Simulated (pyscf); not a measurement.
Optimised with ωB97X-D3(BJ)/def2-SVP in PySCF. MP2 and CC: frozen core, UHF for open shells. ΔMP2 is the change of the MP2 total energy from the triple- to the quadruple-zeta basis.

Q: How much does it cost (ΔH, 298 K, CCSD(T)/def2-TZVPP + ΔMP2(QZVPP)) to split `[SiH3][S][GeH3]` at its Ge–S bond into H₃Si–S• + GeH₃•?

A: Ge–S to H₃Si–S• + GeH₃•: 79.6 kcal/mol. Other isomers of H₃Si–S• were not searched in full and may lie lower. The CCSD(T) − MP2 part came from Ansatz, without density fitting, on the same reference. The frozen core leaves the outer d or s,p core shells of the metals and heavy elements correlated in the MP2 and CC values, and def2-TZVPP describes them poorly, which can shift differences by a few kcal/mol. Elements up to Kr have no core potential and no relativistic terms here.
